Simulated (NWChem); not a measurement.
System meant: PbSi2H6, singlet; SMILES [SiH3][Pb][SiH3]

The following NWChem deck was run.

```
start job
memory heap 200 mb stack 900 mb global 1100 mb
geometry units angstroms noautoz
  Pb     0.000000     0.000000     0.883505
  Si    -1.813597     0.245553    -1.173747
  H     -2.107573    -1.170517    -1.624828
  H     -1.286304     0.984291    -2.381399
  H     -3.138622     0.867994    -0.801672
  Si     1.813597    -0.245553    -1.173747
  H      2.107573     1.170517    -1.624828
  H      1.286304    -0.984291    -2.381399
  H      3.138622    -0.867994    -0.801672
end
basis spherical
  Pb library def2-svp
  Si library def2-svp
  H library def2-svp
end
ecp
  Pb library def2-ecp
end
dft
  xc pbe0
  iterations 4
  mulliken
end
task dft energy
```

End of the output:

```
    Atom       Charge   Shell Charges
 -----------   ------   -------------------------------------------------------
    1 Pb  22    21.85   1.49  0.48  1.08  0.76  3.09  2.72  1.18  0.94  9.28  0.82
    2 Si  14    13.84   2.00  1.94  0.71  0.40  5.82  1.30  1.50  0.17
    3 H    1     1.08   0.62  0.43  0.03
    4 H    1     1.08   0.63  0.43  0.03
    5 H    1     1.08   0.63  0.43  0.03
    6 Si  14    13.84   2.00  1.94  0.71  0.40  5.82  1.30  1.50  0.17
    7 H    1     1.08   0.62  0.43  0.03
    8 H    1     1.08   0.63  0.43  0.03
    9 H    1     1.08   0.63  0.43  0.03

 center of mass
 --------------
 x =  -0.00000000 y =   0.00000000 z =   0.27044533

 moments of inertia (a.u.)
 ------------------
         785.096196679166          -0.000000000000          -0.000000000000
          -0.000000000000        1549.401194515137           0.000000000000
          -0.000000000000           0.000000000000         806.314231601451

     Multipole analysis of the density
     ---------------------------------

     L   x y z        total         alpha         beta         nuclear
     -   - - -        -----         -----         ----         -------
     0   0 0 0      0.000000    -28.000000    -28.000000     56.000000

     1   1 0 0      0.000000      0.000000      0.000000     -0.000000
     1   0 1 0      0.000000      0.000000      0.000000      0.000000
     1   0 0 1      0.914596     35.899378     35.899378    -70.884160

     2   2 0 0    -48.920756   -249.487038   -249.487038    450.053321
     2   1 1 0      0.023266     -0.361260     -0.361260      0.745785
     2   1 0 1     -0.000000     -0.000000     -0.000000      0.000000
     2   0 2 0    -41.877746    -31.358794    -31.358794     20.839842
     2   0 1 1      0.000000      0.000000      0.000000     -0.000000
     2   0 0 2    -47.779294   -183.335158   -183.335158    318.891023

 ------------------------------------------------------------------------
 dft energy failed                                                                                  0
 ------------------------------------------------------------------------
 ------------------------------------------------------------------------
  current input line :
    27: task dft energy
 ------------------------------------------------------------------------
 ------------------------------------------------------------------------
 This type of error is most commonly associated with calculations not reaching convergence criteria
 ------------------------------------------------------------------------
 For more information see the NWChem manual at https://nwchemgit.github.io

0:dft energy failed:Received an Error in Communication
```

**Question.** What is wrong, and how is it mended?

**Answer.** Convergence was not reached. Cause: the SCF was allowed too few iterations. This input runs:
```
start job
memory heap 200 mb stack 900 mb global 1100 mb
geometry units angstroms noautoz
  Pb     0.000000     0.000000     0.883505
  Si    -1.813597     0.245553    -1.173747
  H     -2.107573    -1.170517    -1.624828
  H     -1.286304     0.984291    -2.381399
  H     -3.138622     0.867994    -0.801672
  Si     1.813597    -0.245553    -1.173747
  H      2.107573     1.170517    -1.624828
  H      1.286304    -0.984291    -2.381399
  H      3.138622    -0.867994    -0.801672
end
basis spherical
  Pb library def2-svp
  Si library def2-svp
  H library def2-svp
end
ecp
  Pb library def2-ecp
end
dft
  xc pbe0
  iterations 150
  mulliken
end
task dft energy
```
It converges to -775.00357 Ha (PBE0/def2-SVP with def2 effective core potentials on Pb).
